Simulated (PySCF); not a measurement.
# Computed structure and properties of Re3

System: Re3 (quartet); start: displaced along the imaginary mode (Cs). Method: PySCF 2.14.0, UKS B3LYP, Re def2-SVP with ECP60; non-relativistic Hamiltonian with scalar-relativistic core potentials where named; density fitting; no spin-orbit coupling.

Input of the relaxation:

```python
mol = gto.M(atom='''
Re     1.12055     0.13885     0.00000
Re    -0.43083     1.24765    -0.00000
Re    -0.68971    -1.38650     0.00000''',
    basis={'Re': 'def2-SVP'},
    ecp={'Re': 'def2-SVP'},
    charge=0, spin=3)
mf = dft.UKS(mol, xc='B3LYP')
mf.grids.atom_grid = (50, 194)
mf = mf.density_fit()  # fitting sets: Re def2-universal-JKFIT
mf.conv_tol = 1e-08; mf.max_cycle = 55
mf.kernel(dm0)  # dm0: converged density of the start geometry
# quasi-Newton relaxation in Cartesian coordinates to a largest gradient under 0.00045 Eh/bohr, steps kept in the point group
```

Run from Python with OMP_NUM_THREADS=2; the lines above give its settings. Where DIIS fails, smearing, a level shift and second-order steps follow.
It took 55 s on 2 threads of Arm Neoverse V2, with other jobs on the host, from the converged density of the start.

Course of the relaxation:

```csv
step,energy above end (eV),largest force component within the symmetry (eV/Å)
0,1.5053,11.798
1,0.2268,2.525
2,0.1120,1.658
3,0.0929,2.845
4,0.0195,0.477
5,0.0077,0.346
6,0.0017,0.334
7,0.0004,0.158
8,0.0000,0.008
9,0.0000,0.005
```

Relaxed geometry (C2v):

```xyz
3

Re    1.1735   -0.0171    0.0000
Re   -0.5673    1.3257    0.0000
Re   -0.6061   -1.3086    0.0000
```

| contact | Å |
| --- | --- |
| Re2–Re1 | 2.198 |
| Re3–Re1 | 2.199 |
| Re3–Re2 | 2.635 |

On the finer grid (75, 302):

```
HOMO                                                          : -4.55 eV
LUMO                                                          : -2.87 eV
Dipole about the centre of mass                               : 0.81 D
Spin squared                                                  : 3.959
Set of Mulliken populations of Re1 outside the core potential : s 3.39, p 6.04, d 5.42, f 0.05
D3(BJ) dispersion energy (not in the energies)                : -0.318 eV
```

```csv
atom,Mulliken (e),Löwdin (e),spin (e)
Re1,0.09,0.00,-0.38
Re2,-0.05,0.00,1.69
Re3,-0.05,0.00,1.69
```

On the grid (50, 194), as all that follows. Harmonic modes: a minimum; lowest 154 cm⁻¹ (negative: unstable), highest 321 cm⁻¹, zero-point energy 0.040 eV.

One start shape was tried, so this needn't be the lowest isomer.

Open shells may have lower solutions than the one found.
